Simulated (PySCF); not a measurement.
## Basis-set dependence of population analyses: `N#CC[Si@H](N)S`

Compound: C₂H₆N₂SSi.
Geometry (PBE0-D3(BJ)/def2-SVP, Å), atoms numbered from 1 in this order:
```xyz
12
C2H6N2SSi angstrom
N     -1.9301   -2.2607    0.5425
C     -1.6945   -1.1435    0.3420
C     -1.2964    0.2234    0.0837
Si     0.4626    0.2756   -0.6484
N      1.4137   -0.7196    0.3792
S      1.2344    2.2700   -0.6649
H     -1.3099    0.7971    1.0243
H     -1.9985    0.7049   -0.6149
H      0.3658   -0.0750   -2.0968
H      2.4132   -0.7990    0.2280
H      1.0196   -1.5947    0.7141
H      1.3889    2.3167    0.6776
```

PBE0 throughout (PySCF), one geometry, spherical d and f functions. One conformer (not necessarily the lowest) at the PBE0-D3(BJ)/def2-SVP geometry, without solvent, vibrations or thermal averaging. The first 7 of 11 kinds of atom are listed.

Mulliken charges (e):

| basis | functions | N1 | C2 | C3 | Si4 | N5 | S6 | H7 |
| --- | --- | --- | --- | --- | --- | --- | --- | --- |
| STO-3G | 44 | -0.212 | +0.056 | -0.322 | +0.718 | -0.593 | -0.091 | +0.107 |
| 6-31G | 74 | -0.306 | +0.182 | -0.704 | +0.872 | -1.000 | -0.266 | +0.258 |
| pcSseg-0 | 74 | -0.386 | +0.109 | -0.865 | +1.161 | -1.062 | -0.449 | +0.317 |
| 6-31G* | 104 | -0.370 | +0.251 | -0.650 | +0.688 | -0.916 | -0.319 | +0.249 |
| cc-pVDZ | 122 | -0.147 | -0.096 | -0.169 | +0.426 | -0.294 | -0.253 | +0.106 |
| def2-SVP | 122 | -0.041 | -0.205 | -0.233 | +0.570 | -0.397 | -0.274 | +0.112 |
| aug-cc-pVDZ | 200 | -0.353 | -0.056 | +0.366 | +0.685 | -0.278 | -0.518 | -0.122 |
| 6-311+G(2d,p) | 214 | -0.328 | +0.257 | -0.638 | +0.812 | -0.851 | -0.260 | +0.204 |
| def2-TZVP | 234 | -0.031 | -0.245 | -0.197 | +0.417 | -0.615 | -0.316 | +0.158 |
| cc-pVTZ | 272 | -0.088 | -0.092 | -0.255 | +0.388 | -0.344 | -0.253 | +0.134 |
| IGLO-III | 288 | -0.329 | +0.112 | -0.417 | +0.992 | -0.692 | -0.313 | +0.177 |
| pcSseg-2 | 314 | -0.170 | -0.027 | -0.231 | +0.674 | -0.546 | -0.233 | +0.102 |

IAO charges (e):

```
        basis  functions      N1      C2      C3     Si4      N5      S6      H7
       STO-3G         44  -0.178  +0.065  -0.527  +0.855  -0.691  -0.162  +0.161
        6-31G         74  -0.250  +0.125  -0.575  +0.849  -0.820  -0.304  +0.198
     pcSseg-0         74  -0.251  +0.126  -0.587  +0.865  -0.794  -0.315  +0.197
       6-31G*        104  -0.262  +0.135  -0.589  +0.972  -0.839  -0.308  +0.190
      cc-pVDZ        122  -0.256  +0.129  -0.588  +0.967  -0.830  -0.317  +0.189
     def2-SVP        122  -0.254  +0.128  -0.587  +0.976  -0.824  -0.310  +0.187
  aug-cc-pVDZ        200  -0.271  +0.140  -0.594  +0.975  -0.859  -0.326  +0.194
6-311+G(2d,p)        214  -0.274  +0.141  -0.604  +1.002  -0.871  -0.322  +0.195
    def2-TZVP        234  -0.273  +0.141  -0.607  +1.015  -0.870  -0.323  +0.195
      cc-pVTZ        272  -0.270  +0.139  -0.605  +1.004  -0.864  -0.327  +0.195
     IGLO-III        288  -0.275  +0.141  -0.607  +1.009  -0.873  -0.318  +0.196
     pcSseg-2        314  -0.273  +0.142  -0.608  +1.011  -0.872  -0.323  +0.195
```

Hirshfeld charges (e):

```
        basis  functions      N1      C2      C3     Si4      N5      S6      H7
       STO-3G         44  -0.194  +0.024  -0.063  +0.464  -0.316  -0.110  +0.034
        6-31G         74  -0.225  +0.070  -0.116  +0.363  -0.318  -0.153  +0.068
     pcSseg-0         74  -0.223  +0.068  -0.120  +0.392  -0.317  -0.146  +0.060
       6-31G*        104  -0.239  +0.077  -0.114  +0.339  -0.302  -0.151  +0.071
      cc-pVDZ        122  -0.228  +0.071  -0.129  +0.362  -0.302  -0.133  +0.067
     def2-SVP        122  -0.234  +0.078  -0.133  +0.364  -0.306  -0.125  +0.066
  aug-cc-pVDZ        200  -0.237  +0.074  -0.144  +0.378  -0.317  -0.122  +0.071
6-311+G(2d,p)        214  -0.241  +0.072  -0.138  +0.371  -0.312  -0.123  +0.071
    def2-TZVP        234  -0.241  +0.076  -0.138  +0.366  -0.313  -0.124  +0.071
      cc-pVTZ        272  -0.239  +0.077  -0.137  +0.369  -0.313  -0.126  +0.070
     IGLO-III        288  -0.243  +0.073  -0.141  +0.369  -0.315  -0.110  +0.070
     pcSseg-2        314  -0.240  +0.078  -0.144  +0.376  -0.319  -0.122  +0.071
```

**Question.** Which scheme is steadiest as the basis changes?

**Answer.** Largest range over the bases for any column: Hirshfeld 0.13 e, IAO 0.18 e, Mulliken 1.23 e. Hirshfeld charges move least and Mulliken charges most, counted in e. Without the minimal STO-3G basis the ranges are Hirshfeld 0.05, IAO 0.17, Mulliken 1.23 e.

**Question.** How much do the charges still move between the two largest bases, IGLO-III and pcSseg-2?

**Answer.** At most, over all atoms: Mulliken 0.318 e, IAO 0.005 e, Hirshfeld 0.012 e.

**Question.** What do the same runs give for the total energy, the frontier levels and the dipole moment?

**Answer.** 
```
        basis  energy (Eh)  HOMO (eV)  LUMO (eV)  μ (D)
       STO-3G    -866.4209      -4.00       4.12   2.11
        6-31G    -876.4082      -7.67       0.37   1.70
     pcSseg-0    -875.3229      -7.80       0.23   1.99
       6-31G*    -876.5324      -7.64       0.50   2.17
      cc-pVDZ    -876.5895      -7.58       0.48   2.38
     def2-SVP    -876.2248      -7.61       0.50   2.47
  aug-cc-pVDZ    -876.6110      -7.78      -0.46   2.61
6-311+G(2d,p)    -876.6648      -7.80      -0.34   2.70
    def2-TZVP    -876.6835      -7.78       0.10   2.70
      cc-pVTZ    -876.6839      -7.76       0.17   2.61
     IGLO-III    -876.6840      -7.73       0.09   2.86
     pcSseg-2    -876.6981      -7.84      -0.10   2.63
```

The dipole is fixed by the density alone, so its range of 1.16 D shows that the density itself changes with the basis, not only its division among atoms.
